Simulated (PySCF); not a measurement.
The second ionisation energy along group 15

Calculated with PySCF 2.14 from differences of total energies of unrestricted determinants, without spin-orbit coupling. Values in eV. The last column holds reference values (NIST; (s) semi-empirical, (t) theoretical, else measured). Unmarked ones compare directly (S terms, centres of terms, or small fine structure); those marked * lie between the lowest fine-structure levels and include a spin-orbit shift.

| element | configurations | CCSD (valence and next inner shell) | CCSD(T) (valence and next inner shell) | PBE0 | r2SCAN | SCS-MP2 (valence) | CCSD (valence) | reference |
| --- | --- | --- | --- | --- | --- | --- | --- | --- |
| N (aug-cc-pwCVDZ, non-relativistic) | [He] 2s2 2p2 → [He] 2s2 2p1 | 29.283 | 29.289 | 29.888 | 30.111 | 29.314 | 29.263 | 29.601 (s) * |
| P (aug-cc-pwCVDZ, non-relativistic) | [Ne] 3s2 3p2 → [Ne] 3s2 3p1 | n/a | n/a | 19.820 | 19.936 | 19.421 | 19.540 | 19.769 (s) * |
| As (aug-cc-pwCVDZ-PP with ECP10MDF, ECP) | [Ar] 3d10 4s2 4p2 → [Ar] 3d10 4s2 4p1 | 18.354 | 18.365 | 18.497 | 18.673 | 18.190 | 18.292 | 18.589 * |
| Sb (aug-cc-pwCVDZ-PP with ECP28MDF, ECP) | [Kr] 4d10 5s2 5p2 → [Kr] 4d10 5s2 5p1 | 16.327 | 16.333 | 16.524 | 16.645 | 16.177 | 16.267 | 16.626 ± 0.025 * |
| Bi (aug-cc-pwCVDZ-PP with ECP60MDF, ECP) | [Xe] 4f14 5d10 6s2 6p2 → [Xe] 4f14 5d10 6s2 6p1 | 15.600 | 15.606 | 15.814 | 15.899 | 15.456 | 15.540 | 16.703 * |

For Bi a determinant mixes LS terms or the coupling is close to jj, so these rows are model values.

"Valence" correlates the outer s and p shells and, in groups 3 to 12 and the f block, the outer d or f shell, open or full, or the next shell where the ion has no valence electron left; the wider scheme adds the next inner shell.
